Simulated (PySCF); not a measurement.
# LiI from Hartree–Fock to correlated methods

State: ¹Σ⁺ (singlet), closed shell. Set-up: Li def2-SVP, I def2-SVP with ECP28; scalar-relativistic core potentials (PySCF 2.14). De refers to Li + I in their high-spin ground configurations, without counterpoise correction. A positive dipole means Li(−)I(+).

| Level | Re (Å) | ωe (cm⁻¹) | De (eV) | μ (D) |
| --- | --- | --- | --- | --- |
| RHF | 2.419 | 490 | 2.83 | -7.92 |
| RHF-MP2 | 2.412 | 492 | 3.50 | n/a |
| RHF-SCS-MP2 | 2.414 | 490 | 3.43 | n/a |
| RHF-CCSD | 2.412 | 491 | 3.40 | n/a |
| RHF-CCSD(T) | 2.412 | 490 | 3.42 | n/a |
| PBE | 2.388 | 494 | 3.69 | -7.00 |
| BP86 | 2.399 | 485 | 3.73 | -7.15 |
| r²SCAN | 2.400 | 491 | 3.81 | -7.47 |
| TPSSh | 2.393 | 494 | 3.78 | -7.32 |
| PBE0 | 2.384 | 500 | 3.70 | -7.31 |
| LC-ωPBE | 2.378 | 506 | 3.64 | -7.57 |
| B2PLYP | 2.390 | 500 | 3.65 | -7.43 |

Q: Which functional lies closest to RHF-CCSD(T) in De, which farthest, and by how much do they differ from it?

A: Closest is LC-ωPBE (-3.4 pm in Re, +3.3 % in ωe, +0.22 eV in De against RHF-CCSD(T) in the same basis), farthest r²SCAN (-1.2 pm in Re, +0.2 % in ωe, +0.39 eV in De). CCSD(T) converges more slowly with the basis than the functionals do and binds too weakly in this one, so the order can change at the basis-set limit.

Q: What does the step from GGA to meta-GGA do here, going from PBE to r²SCAN?

A: r²SCAN less PBE: +1.2 pm in Re, -0.6 % in ωe, +0.12 eV in De. 

Q: What does second-order correlation do here, going from RHF to RHF-MP2?

A: RHF-MP2 less RHF: -0.7 pm in Re, +0.4 % in ωe, +0.67 eV in De. Correlation nearly always deepens the well. The bond shortens, as in weak, metallic or heavy-atom bonds, where dispersion and the correlation of outer-core electrons pull the atoms together.

Measured (Huber and Herzberg, Constants of Diatomic Molecules (1979)): Re = 2.391924 Å, ωe = 498.16 cm⁻¹.

Correlated steps freeze 4 core orbitals. Correlated levels converge slowly with the basis: in double zeta they bind strong bonds too weakly, by up to about 1 eV, and carry superposition errors of some tenths. Spin–orbit coupling is left out, which matters for elements this heavy, above all for dissociation energies. Where the molecule has an RHF reference, its open-shell atoms are computed with UHF. B2PLYP dipoles, levels and charges come from its SCF part alone.

The whole job (state search and all levels along the bond) took about 0.54 min on 1 thread of Intel Xeon 6975P-C (shared host), peak memory 0.4 GiB.
